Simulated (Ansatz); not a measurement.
Relaxation of CH$_{4}$BNO (8 atoms, charge 0, multiplicity 1), to a largest force component of 0.02 eV/Å in at most 50 steps.

These are results of RKS B3LYP-D4/def2-SVP (Ansatz 0.2.0), not measurements.

```xyz
8
Properties=species:S:1:pos:R:3
O -0.412 0.761 -1.063
C -0.034 0.478 0.216
B 1.013 -0.641 0.232
N -0.396 -0.797 0.639
H -1.332 1.251 -0.971
H -0.026 1.278 1.005
H 2.152 -1.072 0.043
H -0.873 -1.313 -0.156
```

Question: Where does it end, and by what steps?

Answer: It converged. After 10 steps the energy has fallen by 1.107 eV; H8 moved furthest, 0.62 Å.

```
step  energy less start (eV)  largest force component (eV/Å)  accepted
   0                  0.0000                           3.681       yes
   1                 -0.5740                           1.547       yes
   2                 -0.8315                           1.120       yes
   3                 -0.9674                           1.414       yes
   4                 -1.0443                           0.645       yes
   5                 -1.0511                           0.618       yes
   6                 -1.0912                           0.410       yes
   7                 -1.1057                           0.215       yes
   8                 -1.1074                           0.049       yes
   9                 -1.1074                           0.040       yes
  10                 -1.1075                           0.004       yes
```

```xyz
8
Properties=species:S:1:pos:R:3
O -0.356 1.072 -1.098
C -0.005 0.499 0.126
B 1.074 -0.630 0.161
N -0.240 -0.931 0.304
H -1.257 1.419 -1.035
H -0.256 1.136 0.992
H 2.177 -1.081 0.099
H -1.044 -1.542 0.395
```

Whether the end is a true minimum wasn't checked by a vibrational analysis.

Run time: 32 s on 1 thread of Arm Neoverse V1 (shared host), peak memory 0.14 GiB.
